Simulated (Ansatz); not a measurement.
A run for Ansatz (a quantum-chemistry and plane-wave program): R-PBE0/def2-TZVPPD on GeH4 (SMILES [GeH4]) with ghost functions, monomers drawn apart or pushed together. Files ending in .json are basis or fitting sets from the Basis Set Exchange.

Ansatz 0.2 input:
```yaml
crystal:
  periodic: [false, false, false]
  atoms:
    - {symbol: Ge, position_ang: [-0.32744252, -0.04083646, 4.94652951]}
    - {symbol: H, position_ang: [-0.55736877, 0.04298784, 6.46808965]}
    - {symbol: H, position_ang: [-0.75715770, 1.29718215, 4.32329775]}
    - {symbol: H, position_ang: [-1.18053446, -1.18037292, 4.37662548]}
    - {symbol: H, position_ang: [1.16067302, -0.29109151, 4.67815014]}
basis:
  gaussian:
    orbitals: def2-TZVPPD.json
    ghost_atoms:
      - {symbol: O, position_ang: [0.26205478, -0.12402169, 0.40074233]}
      - {symbol: H, position_ang: [-0.65296147, 0.03343400, 0.14498794]}
      - {symbol: H, position_ang: [0.70210854, 0.72734177, 0.30543592]}
hamiltonian:
  xc: {name: PBE0}
scf: {lower_state_search: off}
```

Output:

```
WARN ansatz: RAYON_NUM_THREADS=2 ignored (pool sized by the plan → 2); use --threads N
Functional definition: PBE0
these checks for a lower state are left out or cut short: stability, starts, cluster_reference, orbital_swaps, neighbouring_geometries, increment
integrals: 0.08 GiB planned
948 factors; their error is unknown
mean field: 0.78 GiB planned
mean field evaluation 1: about -56575.2397 eV, gradient 1.6e1 eV
mean field evaluation 2: about -56575.3761 eV, gradient 1.5e1 eV
mean field evaluation 4: about -56575.4940 eV, gradient 3.1e-1 eV
mean field evaluation 8: about -56575.7241 eV, gradient 2.2e-3 eV
mean field -56575.72414571 eV, -2079.1195139517 hartree, gradient 2.9e-6 eV, S^2 0.000000; 0 other end points of the search recorded, 0 dependent functions left out
reference -56575.72417323 eV, -2079.1195149631 hartree; 18, 18 occupied and 178, 178 virtual orbitals, 948 factors
Total energy: -56575.72417323 eV, -2079.1195149631 hartree
Checks for a lower state left out: stability, starts, cluster_reference, orbital_swaps, neighbouring_geometries, increment
```

The calculation finished and met its thresholds.

Cost: about 1.0 core-seconds (a rough figure).
